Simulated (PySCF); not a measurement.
A structure optimised at PBE0-D3(BJ)/def2-SVP, used in a PySCF frequency run:

```xyz
14

C      2.5467    -0.6531     0.4890
C      1.6477    -0.7670    -0.7060
N      0.4326    -0.4425    -0.8082
Si    -0.7145     0.2183     0.3169
N     -2.2513    -0.4999     0.0440
O     -0.7217     1.8451    -0.0304
H      2.0179    -0.2774     1.3755
H      3.3826     0.0272     0.2555
H      2.9979    -1.6320     0.7205
H      2.1530    -1.1861    -1.6033
H     -0.4238    -0.0061     1.7680
H     -2.6938    -1.0541     0.7662
H     -2.5038    -0.8196    -0.8845
H     -1.5897     2.2492     0.0604
```
Charge 0, spin multiplicity 1.

**Question.** Write its SMILES and formula.

**Answer.** C/C=N\[Si@H](N)O, C2H8N2OSi

**Question.** What are its rotational constants (standard atomic weights)?

**Answer.** 5.1050, 1.6952, 1.4905 GHz
